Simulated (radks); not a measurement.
Isoelectronic series with 43 electrons, each ion in its NIST ground configuration. All-electron calculation, Dirac Kohn-Sham, PBE, spin-unpolarised, spherical densities, point nucleus; open shells are shared between the two j in proportion to 2j + 1. Program: a radial shooting solver on a logarithmic mesh with Libxc functionals. Total energies (hartree) and mean radii <r> (bohr):

ion,configuration,E (hartree),4d5/2,4d3/2,4p3/2,4p1/2
Eu20+,[Kr] 4d7,-10696.6211,0.5833,0.5766,0.5674,0.5449
Gd21+,[Kr] 4d7,-11103.8925,0.5664,0.5597,0.5528,0.5303
Tb22+,[Kr] 4d7,-11519.8754,0.5505,0.5438,0.5390,0.5165
Dy23+,[Kr] 4d7,-11944.6466,0.5355,0.5288,0.5259,0.5033
Ho24+,[Kr] 4d7,-12378.2853,0.5213,0.5147,0.5134,0.4908
Er25+,[Kr] 4d7,-12820.8743,0.5079,0.5013,0.5015,0.4788
Tm26+,[Kr] 4d7,-13272.4995,0.4952,0.4886,0.4901,0.4673
Yb27+,[Kr] 4d7,-13733.2499,0.4832,0.4765,0.4792,0.4563
Lu28+,[Kr] 4d7,-14203.2184,0.4717,0.4650,0.4688,0.4458
Hf29+,[Kr] 4d7,-14682.5015,0.4608,0.4541,0.4588,0.4357
Ta30+,[Kr] 4d7,-15171.1993,0.4504,0.4437,0.4492,0.4260
W31+,[Kr] 4d7,-15669.4163,0.4405,0.4337,0.4401,0.4167
Re32+,[Kr] 4d7,-16177.2610,0.4310,0.4242,0.4312,0.4077
Os33+,[Kr] 4d7,-16694.8465,0.4219,0.4151,0.4227,0.3991
Ir34+,[Kr] 4d7,-17222.2906,0.4132,0.4064,0.4146,0.3908
